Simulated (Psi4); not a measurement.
H3AlSe3 (SMILES [SeH][Al]([SeH])[SeH]), singlet, at a GFN2-xTB geometry (such geometries of metal compounds can be far from the true shape), atoms displaced at random by about 0.08 Å a coordinate; PBE0/STO-3G, gradient in Psi4.

Input for Psi4:
```
memory 2 GB

molecule {
0 1
  Al    0.05573439    0.05414028   -0.01711095
  Se   -2.16344037   -0.53628426    0.12364729
  H    -1.95823730   -1.93927603    0.42857029
  Se    0.55385717    2.28213556   -0.37457435
  H     2.04947782    1.94464220   -0.78576064
  Se    1.59747507   -1.55359610    0.48342156
  H     2.65249394   -0.70788865    0.68955672
symmetry c1
no_reorient
no_com
}

set basis sto-3g

gradient('pbe0')
print_variables()
```

It wrote (shortened):

```
gradient() will perform analytic gradient computation.

   => Loading Basis Set <=

    Name: STO-3G
    Role: ORBITAL
    Keyword: BASIS

         ---------------------------------------------------------
                                   SCF
               by Justin Turney, Rob Parrish, Andy Simmonett
                          and Daniel G. A. Smith
                              RKS Reference
         ---------------------------------------------------------

  ==> Geometry <==

    Molecular point group: c1
    Full point group: C1

    Geometry (in Angstrom), charge = 0, multiplicity = 1:

       Center              X                  Y                   Z               Mass
    ------------   -----------------  -----------------  -----------------  -----------------
         AL           0.055734390000     0.054140280000    -0.017110950000    26.981538530000
         SE          -2.163440370000    -0.536284260000     0.123647290000    79.916521800000
         H           -1.958237300000    -1.939276030000     0.428570290000     1.007825032230
         SE           0.553857170000     2.282135560000    -0.374574350000    79.916521800000
         H            2.049477820000     1.944642200000    -0.785760640000     1.007825032230
         SE           1.597475070000    -1.553596100000     0.483421560000    79.916521800000
         H            2.652493940000    -0.707888650000     0.689556720000     1.007825032230

  Running in c1 symmetry.

  Rotational constants: A =      0.02716  B =      0.02508  C =      0.01309 [cm^-1]
  Rotational constants: A =    814.21807  B =    751.98127  C =    392.32574 [MHz]
  Nuclear repulsion =  837.139612964752814

  Charge       = 0
  Multiplicity = 1
  Electrons    = 118
  Nalpha       = 59
  Nbeta        = 59

  ==> Algorithm <==

  SCF Algorithm Type is DF.
  DIIS enabled.
  MOM disabled.
  Fractional occupation disabled.
  Guess Type is SAD.
  Energy threshold   = 1.00e-08
  Density threshold  = 1.00e-08
  Integral threshold = 1.00e-12

  ==> Primary Basis <==

  Basis Set: STO-3G
    Blend: STO-3G
    Number of shells: 32
    Number of basis functions: 66
    Number of Cartesian functions: 69
    Spherical Harmonics?: true
    Max angular momentum: 2

  ==> DFT Potential <==

   => LibXC <=

    Version 7.1.2
    S. Lehtola, C. Steigemann, M. J. T. Oliveira, and M. A. L. Marques,  SoftwareX 7, 1–5 (2018) (10.1016/j.softx.2017.11.002)

   => Composite Functional: PBE0 <=

[...]
  @DF-RKS Final Energy: -7365.32327507092759
    Total Energy =                      -7365.3232750709275933
[...]
    Number of Cartesian functions: 1328
    Spherical Harmonics?: true
    Max angular momentum: 5

  ==> DFT Potential <==

   => LibXC <=

    Version 7.1.2
    S. Lehtola, C. Steigemann, M. J. T. Oliveira, and M. A. L. Marques,  SoftwareX 7, 1–5 (2018) (10.1016/j.softx.2017.11.002)

   => Composite Functional: PBE0 <=

    PBE0 Hyb-GGA Exchange-Correlation Functional

    C. Adamo and V. Barone,  J. Chem. Phys. 110, 6158 (1999) (10.1063/1.478522)
    M. Ernzerhof and G. E. Scuseria,  J. Chem. Phys. 110, 5029 (1999) (10.1063/1.478401)

    Deriv               =              1
    GGA                 =           TRUE
    Meta                =          FALSE

    Exchange Hybrid     =           TRUE
    MP2 Hybrid          =          FALSE

   => Exchange Functionals <=

    0.7500   Perdew, Burke & Ernzerhof

   => Exact (HF) Exchange <=

    0.2500               HF

   => Correlation Functionals <=

    1.0000   Perdew, Burke & Ernzerhof

   => LibXC Density Thresholds  <==

    XC_HYB_GGA_XC_PBEH:  1.00E-15

   => Molecular Quadrature <=

    Radial Scheme          =       TREUTLER
    Pruning Scheme         =           NONE
    Nuclear Scheme         =       TREUTLER

    Blocking Scheme        =         OCTREE
    BS radius alpha        =              1
    Pruning alpha          =              1
    Radial Points          =             75
    Spherical Points       =            302
    Total Points           =         144643
    Total Blocks           =           1137
    Max Points             =            256
    Max Functions          =             45
    Weights Tolerance      =       1.00E-15

  -Total Gradient:
     Atom            X                  Y                   Z
    ------   -----------------  -----------------  -----------------
       1        0.009780927159    -0.005455548799    -0.005575950530
       2       -0.014966847522    -0.009945043842     0.003970320145
       3       -0.003529304873     0.002906696495    -0.000933430103
       4       -0.045183352455     0.032609797128     0.012121372741
       5        0.047199901590    -0.012193218360    -0.014076603050
       6        0.048329845668     0.026871635621     0.011279591263
       7       -0.041740943519    -0.034960834242    -0.006803654975

  Variable Map:
  ----------------------------------------------------------------------------
[...]
  Array Variable Map:
  ----------------------------------------------------------------------------
[...]
[...]
```
